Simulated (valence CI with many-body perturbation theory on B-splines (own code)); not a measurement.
E1 transitions of Yb65+

Method: configuration interaction combined with many-body perturbation theory (CI+MBPT): three valence electrons over a frozen Dirac-Fock core [He], a basis of 11 s, 11 p, 10 d, 8 f, 5 g, 2 h functions for each j, with the one-electron correlation potential Σ1 (screened to all orders), the two-electron term Σ2, the three-electron term Σ3, Breit, model QED; selected single and double excitations, second order for the rest, scaled by the run's own slope (own B-spline code, finite nucleus).

The last digits are not significant, and no measured levels were compared; by estimate large intervals hold to a few tenths of a per cent, small ones and those within an open d or f shell to about a per cent.

Lines 1 to 50 of 576 in falling wavelength, among levels below 13528 eV, chosen from the strongest by gf and those to the six lowest levels. Wavelengths and rates use the calculated energies. Electric multipoles are in the length gauge, E1 and E2 with the static RPA response of the core. Weak lines are less certain than strong ones. Lines between different terms over intervals too small for the method are left out, as are lines whose strength nearly cancels. The highest levels of a list are the least certain.

Levels are named by their leading jj configuration (3d3/2^4 stands for four electrons in 3d with j = 3/2), which in mixed levels can hold well under half, so a name can repeat and another be missing. Letters in brackets count levels of one name in rising energy.

```
λ vac (nm)                          Upper                          Lower   A (s⁻¹)  S (a.u.) with core polarisation  S without
     48.21          (2p1/2^2 4f7/2) J=7/2          (2p1/2^2 4d5/2) J=5/2  4.46e+08                         1.98e-01   1.98e-01
     46.70         (2s 2p1/2 4f7/2) J=5/2         (2s 2p1/2 4d5/2) J=3/2  4.35e+08                         1.31e-01   1.31e-01
     45.71     (2s 2p1/2 4f7/2) J=7/2 [b]     (2s 2p1/2 4d5/2) J=5/2 [b]  4.77e+08                         1.80e-01   1.80e-01
     44.32     (2s 2p1/2 4f7/2) J=7/2 [a]     (2s 2p1/2 4d5/2) J=5/2 [a]  5.39e+08                         1.85e-01   1.85e-01
     42.20         (2s 2p1/2 4f7/2) J=9/2         (2s 2p1/2 4d5/2) J=7/2  6.61e+08                         2.45e-01   2.45e-01
     40.23             (2s^2 4f7/2) J=7/2             (2s^2 4d5/2) J=5/2  7.61e+08                         1.96e-01   1.96e-01
     25.52     (2s 2p1/2 4f5/2) J=5/2 [b]     (2s 2p1/2 4d3/2) J=3/2 [b]  2.26e+09                         1.11e-01   1.11e-01
     24.83          (2p1/2^2 4f5/2) J=5/2          (2p1/2^2 4d3/2) J=3/2  3.05e+09                         1.38e-01   1.38e-01
     24.01     (2s 2p1/2 4f5/2) J=5/2 [a]     (2s 2p1/2 4d3/2) J=3/2 [a]  3.28e+09                         1.35e-01   1.35e-01
     23.87             (2s^2 4f5/2) J=5/2             (2s^2 4d3/2) J=3/2  3.33e+09                         1.34e-01   1.34e-01
     23.23         (2s 2p1/2 4f5/2) J=7/2         (2s 2p1/2 4d3/2) J=5/2  3.48e+09                         1.72e-01   1.72e-01
     20.86         (2s 2p1/2 4d5/2) J=7/2         (2s 2p1/2 4p3/2) J=5/2  8.60e+09                         3.08e-01   3.08e-01
     20.62          (2p1/2^2 4d5/2) J=5/2          (2p1/2^2 4p3/2) J=3/2  9.10e+09                         2.36e-01   2.36e-01
     20.30     (2s 2p1/2 4d5/2) J=5/2 [a]     (2s 2p1/2 4p3/2) J=3/2 [a]  8.97e+09                         2.22e-01   2.22e-01
     20.09     (2s 2p1/2 4d5/2) J=5/2 [b]     (2s 2p1/2 4p3/2) J=3/2 [b]  8.26e+09                         1.98e-01   1.98e-01
     19.52             (2s^2 4d5/2) J=5/2             (2s^2 4p3/2) J=3/2  9.40e+09                         2.07e-01   2.07e-01
     19.28         (2s 2p1/2 4d5/2) J=3/2         (2s 2p1/2 4p3/2) J=1/2  8.23e+09                         1.17e-01   1.17e-01
     9.217      (2p3/2^2 3d5/2) J=5/2 [a]      (2p3/2^2 3p3/2) J=3/2 [a]  1.41e+10                         3.26e-02   3.26e-02
     8.780      (2p1/2 2p3/2 3d5/2) J=9/2      (2p1/2 2p3/2 3p3/2) J=7/2  2.98e+10                         9.95e-02   9.96e-02
     8.772         (2s 2p3/2 3d5/2) J=9/2         (2s 2p3/2 3p3/2) J=7/2  2.62e+10                         8.72e-02   8.72e-02
     8.770  (2p1/2 2p3/2 3d5/2) J=7/2 [b]  (2p1/2 2p3/2 3p3/2) J=5/2 [b]  2.42e+10                         6.45e-02   6.45e-02
     8.767  (2p1/2 2p3/2 3d5/2) J=7/2 [a]  (2p1/2 2p3/2 3p3/2) J=5/2 [a]  2.19e+10                         5.83e-02   5.83e-02
     8.753     (2s 2p3/2 3d5/2) J=5/2 [b]     (2s 2p3/2 3p3/2) J=3/2 [b]  1.41e+10                         2.79e-02   2.79e-02
     8.728         (2s 2p1/2 3d5/2) J=7/2         (2s 2p1/2 3p3/2) J=5/2  2.82e+10                         7.39e-02   7.39e-02
     8.671     (2s 2p3/2 3d5/2) J=7/2 [a]     (2s 2p3/2 3p3/2) J=5/2 [a]  2.10e+10                         5.42e-02   5.42e-02
     8.656          (2p3/2^2 3d5/2) J=7/2          (2p3/2^2 3p3/2) J=5/2  2.22e+10                         5.68e-02   5.68e-02
     8.650     (2s 2p3/2 3d5/2) J=7/2 [b]     (2s 2p3/2 3p3/2) J=5/2 [b]  2.12e+10                         5.41e-02   5.41e-02
     8.615          (2p1/2^2 3d5/2) J=5/2          (2p1/2^2 3p3/2) J=3/2  3.11e+10                         5.89e-02   5.89e-02
     8.606          (2p3/2^2 3d5/2) J=9/2          (2p3/2^2 3p3/2) J=7/2  2.89e+10                         9.08e-02   9.08e-02
     8.535      (2p3/2^2 3d5/2) J=5/2 [b]      (2p3/2^2 3p3/2) J=3/2 [b]  2.80e+10                         5.16e-02   5.16e-02
     8.509             (2s^2 3d5/2) J=5/2             (2s^2 3p3/2) J=3/2  2.36e+10                         4.30e-02   4.30e-02
     8.501     (2s 2p1/2 3d5/2) J=5/2 [a]     (2s 2p1/2 3p3/2) J=3/2 [a]  2.82e+10                         5.13e-02   5.13e-02
     8.495         (2s 2p1/2 3d5/2) J=3/2         (2s 2p1/2 3p3/2) J=1/2  1.88e+10                         2.27e-02   2.27e-02
     8.488  (2p1/2 2p3/2 3d5/2) J=5/2 [b]  (2p1/2 2p3/2 3p3/2) J=3/2 [b]  1.82e+10                         3.30e-02   3.30e-02
     8.240  (2p1/2 2p3/2 3d5/2) J=5/2 [a]  (2p1/2 2p3/2 3p3/2) J=3/2 [a]  2.36e+10                         3.91e-02   3.91e-02
     8.207     (2s 2p1/2 3d5/2) J=5/2 [b]     (2s 2p1/2 3p3/2) J=3/2 [b]  2.76e+10                         4.52e-02   4.52e-02
     8.046     (2s 2p3/2 3d5/2) J=5/2 [a]     (2s 2p3/2 3p3/2) J=3/2 [a]  1.69e+10                         2.61e-02   2.61e-02
     7.962  (2p1/2 2p3/2 3d5/2) J=3/2 [a]  (2p1/2 2p3/2 3p3/2) J=1/2 [a]  2.19e+10                         2.19e-02   2.19e-02
     7.948     (2s 2p1/2 4d3/2) J=3/2 [b]     (2s 2p1/2 4p1/2) J=1/2 [b]  7.02e+10                         6.96e-02   6.96e-02
     7.898         (2s 2p1/2 4d3/2) J=1/2     (2s 2p1/2 4p1/2) J=1/2 [b]  1.08e+11                         5.27e-02   5.27e-02
     7.730          (2p1/2^2 4d3/2) J=3/2          (2p1/2^2 4p1/2) J=1/2  1.42e+11                         1.30e-01   1.30e-01
     7.713         (2s 2p1/2 4d3/2) J=5/2         (2s 2p1/2 4p1/2) J=3/2  1.36e+11                         1.85e-01   1.85e-01
     7.710             (2s^2 4d3/2) J=3/2             (2s^2 4p1/2) J=1/2  1.29e+11                         1.17e-01   1.17e-01
     7.683     (2s 2p1/2 4d3/2) J=3/2 [a]     (2s 2p1/2 4p1/2) J=1/2 [a]  1.39e+11                         1.24e-01   1.24e-01
     7.503         (2s 2p1/2 4p3/2) J=1/2        (2s 2p1/2 4s) J=1/2 [b]  1.48e+11                         6.19e-02   6.19e-02
     7.453     (2s 2p1/2 4d3/2) J=3/2 [b]         (2s 2p1/2 4p1/2) J=3/2  6.36e+10                         5.20e-02   5.20e-02
     7.426     (2s 2p1/2 4p3/2) J=3/2 [b]        (2s 2p1/2 4s) J=1/2 [b]  1.05e+11                         8.49e-02   8.49e-02
     7.321          (2p1/2^2 4p3/2) J=3/2             (2p1/2^2 4s) J=1/2  2.02e+11                         1.56e-01   1.56e-01
     7.299             (2s^2 4p3/2) J=3/2                (2s^2 4s) J=1/2  1.61e+11                         1.23e-01   1.23e-01
     7.251         (2s 2p1/2 4p3/2) J=5/2            (2s 2p1/2 4s) J=3/2  1.98e+11                         2.24e-01   2.24e-01
```
